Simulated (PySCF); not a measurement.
# Property card for `C=C(C)[Si]([SiH3])([SiH3])C#CC`

Compound: C₆H₁₄Si₃.
Atom-mapped SMILES: `[CH2:1]=[C:2]([CH3:3])[Si:4]([SiH3:5])([SiH3:6])[C:7]#[C:8][CH3:9]` (hydrogens: H10, H11 on C1; H12, H13, H14 on C3; H15, H16, H17 on Si5; H18, H19, H20 on Si6; H21, H22, H23 on C9)

Structure used (GFN2-xTB), in Å, numbered top down from 1:
```xyz
23
C6H14Si3 angstrom
C     -1.461   -1.754   -0.636
C     -1.542   -0.466   -0.336
C     -2.849    0.267   -0.380
Si    -0.038    0.579    0.190
Si    -0.316    1.173    2.429
Si     0.208    2.323   -1.340
C      1.425   -0.551    0.035
C      2.381   -1.276   -0.080
C      3.521   -2.157   -0.218
H     -0.523   -2.280   -0.601
H     -2.324   -2.336   -0.927
H     -3.666   -0.396   -0.661
H     -3.072    0.702    0.594
H     -2.800    1.083   -1.103
H     -0.691    2.589    2.538
H      0.901    1.002    3.225
H     -1.373    0.417    3.107
H      0.022    1.931   -2.740
H      1.526    2.955   -1.244
H     -0.779    3.380   -1.081
H      4.262   -1.710   -0.880
H      3.978   -2.334    0.756
H      3.205   -3.113   -0.638
```

Among its groups: alkyne, C=C double bond, Si–H bond and C–Si bond.

From GFN2-xTB geometry:

- Point group of the GFN2-xTB geometry: C1
- Rotational constants A, B, C of the GFN2-xTB geometry: 0.923, 0.607, 0.591 GHz

PBE0/pcSseg-1 ground state and GIAO shieldings, non-relativistic (PySCF):

* Dipole moment: 1.50 D
* HOMO energy: -7.16 eV
* LUMO energy: -0.53 eV
* HOMO–LUMO gap: 6.63 eV
* Lowest Hirshfeld atomic charge: -0.18 e on C7
* Highest Hirshfeld atomic charge: +0.22 e on Si4
* 13C chemical shifts (computed TMS as zero) by class: 150.2 (C2), 134.6 (C1), 118.8 (C8), 82.6 (C7), 27.3 (C3), 6.5 (C9) ppm
* 1H chemical shifts (computed TMS as zero) by class: 6.12 (H11), 6.02 (H10), 3.55 (H15/H16/H17/H18/H19/H20), 2.15 (H21/H22/H23), 1.91 (H12/H13/H14) ppm
* Isotropic shieldings of nuclei other than C and H, by class: 420 (Si4), 458 (Si5/Si6) ppm
* Mayer bond orders between heavy atoms: C1–C2 2.00, C2–C3 1.04, C2–Si4 0.82, Si4–Si5 0.87, Si4–Si6 0.90, Si4–C7 0.96, C7–C8 2.60, C8–C9 1.18

Monoisotopic mass from the formula: 170.0403 u.

The rotational constants make it an asymmetric top with κ = (2B − A − C)/(A − C) = -0.9, nearer the prolate limit (−1). The dipole equals about 5.0 × 10⁻³⁰ C·m (1 D = 3.33564 × 10⁻³⁰ C·m). With B = h/(8π²I), that is 505.379 GHz u Å² over I, the principal moments of inertia are 547.8, 832.6 and 855.5 u Å² (most abundant isotopes). A dipole of 1.50 D is allowed in C1, and pure rotational transitions are dipole-allowed.

One conformer (not necessarily the lowest) at the GFN2-xTB geometry, without solvent or vibrations. NMR classes are plain means over equivalent atoms (diastereotopic ones count apart unless rotation or inversion swaps them), as if these changed places fast; in this geometry the members of some classes differ.

For the NMR shielding job (PBE0/pcSseg-1), time: 1.8 min; peak memory 1.1 GiB. Hardware: one thread of an Arm Neoverse N1, shared host with 64 logical CPUs at a one-minute load of 62.
